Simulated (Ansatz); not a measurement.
Computed with Ansatz on PBE0-D4/def2-TZVP structures; ΔE is electronic, products minus reactants. CCSD(T)/CBS adds triple-zeta CCSD(T) − MP2 to the extrapolated MP2 energy (def2 sets, frozen cores). This one scheme is used for every species. Functionals use def2-TZVPP. One conformer a species, not always the lowest.

Reaction (hydrogenolysis of the Si–Cl bond): `F[Si](F)(Cl)O[SiH2]Cl` + H₂ → `F[Si](F)(Cl)O[SiH3]` + HCl

CCSD(T)/CBS gives +21.1 kcal/mol.

(1) Another level gave +18.7 kcal/mol. Which?
A. B97M-V/def2-TZVPP
B. CCSD/def2-TZVPP
C. HF/def2-TZVPP
D. B2PLYP/def2-TZVPP

Largest T1 diagnostic among the species: 0.011.

Results:

(1) B. CCSD/def2-TZVPP 18.7, B2PLYP 19.8, B97M-V 21.3, HF/def2-TZVPP 16.7 kcal/mol.

Leaving LDA and LC-ωPBE aside and taking each functional with its dispersion term where it has one, the values, not all of them listed here, spread over 2.8 kcal/mol, from B2PLYP to revPBE-D4. From r2SCAN to r2SCAN0 (25 % exact exchange), in def2-TZVPP and without D4, ΔE moves by −0.7 kcal/mol.
